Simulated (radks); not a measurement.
These are the eigenvalues of the occupied orbitals of an atom or ion with whole-number occupations (hartree). Method: Dirac Kohn-Sham, BLYP, spin-unpolarised, spherical densities, finite nucleus; Fermi nuclear charge, rms radius of each element as measured or else 0.836 A^(1/3) + 0.57 fm; computed with a radial shooting solver on a logarithmic mesh with Libxc functionals.

| orbital | eigenvalue |
|---|---|
| 1s1/2 | -2366.599 |
| 2s1/2 | -440.8856 |
| 2p1/2 | -422.9915 |
| 2p3/2 | -381.9122 |
| 3s1/2 | -134.4868 |
| 3p1/2 | -126.6539 |
| 3p3/2 | -117.7209 |
| 3d3/2 | -104.5501 |
| 3d5/2 | -102.5906 |
| 4s1/2 | -57.98437 |
| 4p1/2 | -54.67960 |
| 4p3/2 | -52.04151 |
| 4d3/2 | -46.64013 |

Which element is it, and in what charge state? The configuration may be excited. Open shells, if any, fill j = l - 1/2 first.

Answer. Z = 71, lutetium, charge +32: Lu32+ in [Kr] 4d3. The list shows which subshells hold electrons but not how many an open one holds; the 1s level, -2366.6 hartree, gives Z - s = 68.8 by -(Z - s)^2/2, which with screening and relativity narrows Z to a few neighbours, and the depths of the outer levels then fix element, charge and occupations together.
